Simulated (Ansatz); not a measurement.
`[CH3][Ge]([F])([SiH3])[Cl]` + H₂ → `[CH3][GeH]([F])[Cl]` + SiH₄  (hydrogenolysis of a Ge–Si bond)

Computed with Ansatz on PBE0-D4/def2-TZVP structures; ΔE is electronic, products minus reactants. CBS: MP2 limit from def2 TZ/QZ plus the TZ coupled-cluster correction, frozen cores. This one scheme is used for every species. DFT in def2-TZVPP. For Ge outer-core shells are correlated without core-valence functions, which leaves a few kJ/mol of doubt a bond. Scalar relativity is left out up to krypton.

`[CH3][Ge]([F])([SiH3])[Cl]`:

Z-matrix (Å, degrees):
```
C
Ge 1 1.935
H 1 1.091 2 109.8
H 1 1.090 2 108.6 3 119.7
H 1 1.090 2 110.1 3 -120.6
F 2 1.745 1 106.0 3 -63.8
Si 2 2.387 1 121.8 3 58.7
Cl 2 2.159 1 108.0 3 -175.8
H 7 1.482 2 108.5 1 -178.8
H 7 1.485 2 109.2 1 -58.2
H 7 1.485 2 108.2 1 61.2
```

H₂:

```xyz
2

H     0.008   -0.005   -0.373
H    -0.008    0.005    0.373
```

`[CH3][GeH]([F])[Cl]`:

Z-matrix (Å, degrees):
```
C
Ge 1 1.926
H 1 1.090 2 110.0
H 1 1.091 2 109.7 3 120.4
H 1 1.090 2 109.0 3 -119.8
F 2 1.735 1 107.6 3 177.3
Cl 2 2.143 1 109.9 3 62.8
H 2 1.532 1 118.5 3 -62.1
```

SiH₄:

Z-matrix (Å, degrees):
```
Si
H 1 1.485
H 1 1.485 2 109.5
H 1 1.485 2 109.5 3 -120.0
H 1 1.485 2 109.5 3 120.0
```

```csv
level,ΔE (kcal/mol)
r2SCAN,0.0
HF/def2-QZVPP,-8.6
```

Question: What does CCSD(T)/CBS give? (Estimate.)

Answer: The calculation gave: -0.5 kcal/mol. The listed levels differ from it by 0.5, -8.1 kcal/mol.

Largest T1 diagnostic among the species: 0.011.

In def2-TZVPP, CCSD(T) changes the Hartree–Fock value by +6.8 kcal/mol (the triples alone add +1.3 kcal/mol) and MP2 by +7.5 kcal/mol. From PBE to PBE0 (25 % exact exchange), in def2-TZVPP and without D4, ΔE moves by −1.6 kcal/mol.
